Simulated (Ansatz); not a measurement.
Cartesian coordinates in Å:
```
C -0.6097 -0.7356 2.5549
C -0.2374 -0.4679 1.4307
Hf 0.4729 -0.0064 -0.5960
O -0.7786 -0.7381 -1.8358
O 0.6366 1.8886 -0.7416
F 2.1832 -0.8216 -0.8509
H -0.9364 -0.9711 3.5430
H -1.3809 -0.9605 -2.5376
H 0.6504 2.8127 -0.9667
```

Charge 0, multiplicity 1. Hf takes the def2 core potential.

**Question.** List the PBE0/def2-TZVPP orbital energies in eV (Ansatz 0.2.0). (An estimate is asked.)

**Answer.** Ansatz gave: Occupied: -672.98, -522.76, -522.76, -278.12, -277.48, -68.40, -37.32, -37.10, -36.67, -30.99, -27.34, -27.08, -20.51, -14.92, -14.71, -14.27, -12.14, -11.57, -11.55, -10.45, -10.01, -10.00, -9.67, -9.60, -7.99, -7.96. Lowest empty: -0.80, -0.69, -0.07, 0.85, 0.92, 1.15, 1.43, 2.06.
